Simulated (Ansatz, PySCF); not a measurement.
Bond stretch in SiH (cation, charge +1), singlet.

- RKS-PBE = restricted PBE/cc-pVDZ run with Ansatz (a program for electronic structure)
- UMP2/3-21G = PySCF 2.14.0 with unrestricted MP2 (frozen core)/3-21G
- UMP2 = MP2 on UHF/cc-pVDZ, frozen core (Ansatz)
- FCI = full CI/cc-pVDZ, frozen core (Ansatz)

Energies relative to the lowest point of each curve near equilibrium, in kcal/mol:

```json
[
 {"R / Å": "1.36", "RKS-PBE": "8.1", "UMP2/3-21G": "7.0", "UMP2": "6.7"},
 {"R / Å": "1.43", "RKS-PBE": "2.9", "UMP2/3-21G": "2.2", "UMP2": "2.0"},
 {"R / Å": "1.47", "RKS-PBE": "1.2", "UMP2/3-21G": "0.7", "UMP2": "0.6"},
 {"R / Å": "1.65", "RKS-PBE": "1.4", "UMP2/3-21G": "2.0", "UMP2": "2.5"},
 {"R / Å": "1.80", "RKS-PBE": "7.6", "UMP2/3-21G": "8.5", "UMP2": "10.7"},
 {"R / Å": "1.87", "RKS-PBE": "11.5", "UMP2/3-21G": "12.4", "UMP2": "15.5"},
 {"R / Å": "2.27", "RKS-PBE": "37.0", "UMP2/3-21G": "40.7", "UMP2": "50.7"},
 {"R / Å": "2.51", "RKS-PBE": "51.5", "UMP2/3-21G": "47.3", "UMP2": "59.9"},
 {"R / Å": "2.72", "RKS-PBE": "62.5", "UMP2/3-21G": "50.2", "UMP2": "63.6"},
 {"R / Å": "3.06", "RKS-PBE": "76.7", "UMP2/3-21G": "52.4", "UMP2": "66.1"},
 {"R / Å": "4.14", "RKS-PBE": "99.0", "UMP2/3-21G": "54.2", "UMP2": "67.6"},
 {"R / Å": "6.02", "RKS-PBE": "104.4", "UMP2/3-21G": "54.5", "UMP2": "67.8"}
]
```

### Question
Estimate the FCI values at these points.

### Answer
1.36: 6.3; 1.43: 1.8; 1.47: 0.5; 1.65: 2.6; 1.80: 10.0; 1.87: 14.2; 2.27: 39.3; 2.51: 51.1; 2.72: 58.7; 3.06: 66.0; 4.14: 71.9; 6.02: 72.3 (kcal/mol).

The restricted form behind RKS-PBE keeps the bonding electrons paired and can't separate into open-shell fragments. The unrestricted determinant behind UMP2/3-21G is spin-contaminated at 1.21, 2.06 to 6.02 Å (<S²> up to 1.0, against 0.00 for a pure singlet). The unrestricted determinant behind UMP2 is spin-contaminated at 1.21 to 1.57, 2.06 to 6.02 Å (<S²> up to 1.0, against 0.00 for a pure singlet).
